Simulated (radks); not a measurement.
Results of a calculation; reference values are marked as such.
Neutral ruthenium inside a hard spherical wall (all orbitals vanish at R), configuration held at [Kr] 4d7 5s1 and not refilled when levels cross. Level of theory: scalar-relativistic Kohn-Sham, PBE, spin-polarised, spherical densities, point nucleus; open shells are filled with parallel spins first (spin-orbit coupling, left out, can overturn this in heavy ions) (a radial shooting solver on a logarithmic mesh with Libxc functionals). Eigenvalues in eV for spin up, with the zero of energy where the potential of the charges vanishes at infinity; a dash marks a level that is unbound or too diffuse for the functional's potential to be trusted. A positive occupied level is held by the wall or, in an anion where self-interaction has pushed it up, behind a barrier. The pressure on the wall is -dE/dV.

R (bohr)  E (hartree)  kinetic (hartree)    e(4s)    e(4p)   e(4d)   e(5s)  e(5p, empty)  e(6s, empty)  pressure (GPa)
free      -4530.82464           4685.346  -76.991  -47.101  -5.965  -4.761        -1.195             -               0
10        -4530.82429           4685.349  -76.961  -47.071  -5.938  -4.735        -1.024         1.859         0.00918
6         -4530.79257           4685.537  -75.958  -46.081  -5.039  -3.634         1.257        12.694            2.43
3.5       -4530.02473           4688.698  -67.334  -37.820   3.005  10.329        20.510        71.931             228
3         -4529.07029           4692.321  -61.306  -32.047   9.398  23.801        37.242        114.80             759
2         -4518.47118           4730.184  -26.291    4.414  53.431  130.69        156.65        375.65           16700
1.5       -4486.67688           4827.965   43.932   81.567  143.35  357.82        392.29        837.30          129000
